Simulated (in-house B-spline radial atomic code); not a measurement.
Pb²⁺. Computed with a B-spline radial atomic code. Model: non-relativistic spherical atom: semilocal Troullier-Martins pseudo-atom, one channel per l, against all electrons, high spin, G0W0 and RPA with empty states to l = 8, local potential for every l without a channel, a model core (radius 0 = none) keeps its share of the functional.

The core holds an angular momentum without a channel of its own, so the local potential lets valence electrons into it.

Without relativity these are model numbers for so heavy an element.

What the tables leave out is listed at the end.

The pseudopotential gives back the lowest level of each angular momentum of its own functional in the configuration it was made in; a second state of the same l is only approximately right. Exact exchange, RPA and GW see the smooth pseudo-orbitals and miss the exchange with the core, for which the functional's share stands in. The column with an uncorrelated core keeps all orbitals and exact exchange, and so separates missing core correlation from pseudisation. Only the three outermost levels and the lowest empty one were computed. RPA here is direct RPA, with no exchange kernel, and its energies carry an (l + 1/2)⁻⁴ tail. A hybrid on a potential with a model core restores only its own semilocal share of the core's exchange.

Command:
```bash
python run_psgw.py task.json out
```
Settings (lengths in bohr, energies in hartree):
```
Z                      82
electrons              80
configuration          [Xe] 4f14 5d10 6s2
generated_in           [Xe] 4f14 5d10 6s2 6p2
functional             lda,vwn
core_shells            13
radius_factor          0.9
core_correction        True
ion_configuration      [Xe] 4f14 5d10 6s1
```

Cost of the run: 75 s on 1 thread of Arm Neoverse N1 (shared host).

Given: made with LDA VWN5; model core radius 2.007 bohr; local radius 2.065 bohr; mean-field start LDA VWN5.

Valence shells of the generating configuration: 6s, 6p.

Channel: s 1.999, p 2.44 (radii in bohr).

Computed: largest level miss in the spin-unpolarised generating configuration 0 eV; valence RPA correlation energy all-electron orbitals -0.067999 hartree; all-electron RPA polarisability, core included 16.041 bohr³; pseudo-atom RPA polarisability 15.521 bohr³; ionisation by mean-field pseudo minus all 0.265 eV; ionisation by RPA all-electron 28.526 eV; ionisation by RPA pseudo minus all 1.17 eV.

| level | occupied | mean-field all-electron (eV) | mean-field pseudo minus all (eV) | G0W0 all-electron (eV) | G0W0 uncorrelated core minus all (eV) | G0W0 pseudo minus all (eV) | exchange self-energy all-electron (eV) | exchange self-energy pseudo (eV) |
| --- | --- | --- | --- | --- | --- | --- | --- | --- |
| 6s | 1 | -24.419 | -0.128 | -28.536 | 1.052 | -0.471 | -15.093 | -10.145 |

(1) What is the valence RPA correlation energy pseudo?

(2) What is the ionisation by mean-field all-electron?

Given: mean-field start PBE0.

Computed: all-electron RPA polarisability, core included 15.05 bohr³; pseudo-atom RPA polarisability 15.153 bohr³; ionisation by mean-field all-electron 27.873 eV; ionisation by mean-field pseudo minus all -0.19 eV; ionisation by RPA all-electron 28.348 eV; ionisation by RPA pseudo minus all -0.165 eV.

| level | occupied | mean-field all-electron (eV) | mean-field pseudo minus all (eV) | G0W0 all-electron (eV) | G0W0 uncorrelated core minus all (eV) | G0W0 pseudo minus all (eV) | exchange self-energy all-electron (eV) | exchange self-energy pseudo (eV) |
| --- | --- | --- | --- | --- | --- | --- | --- | --- |
| 6s | 1 | -24.8 | 0.271 | -28.381 | 1.025 | 0.625 | -14.79 | -9.919 |
| 6p (empty) | 0 | -16.075 | 0.046 | -13.942 | 0.472 | -0.511 | -4.9566 | -2.0938 |

(3) What is the valence RPA correlation energy all-electron orbitals?

(4) What is the valence RPA correlation energy pseudo?

Answers

(1) -0.093576 hartree.

(2) 28.682 eV.

(3) -0.059416 hartree.

(4) -0.07821 hartree.

Among the listed levels the largest G0W0 shift of the pseudo-atom is +0.62 eV, for 6s on the PBE0 start, while leaving the core uncorrelated moves that level by +1.02 eV. The rest, -0.40 eV, comes from pseudisation and the lost core exchange. Not in the tables (levels of low weight, unsolved or above zero; the highest and the empty levels are kept at any weight): no Hartree-Fock pseudo-atom is run with a model core.
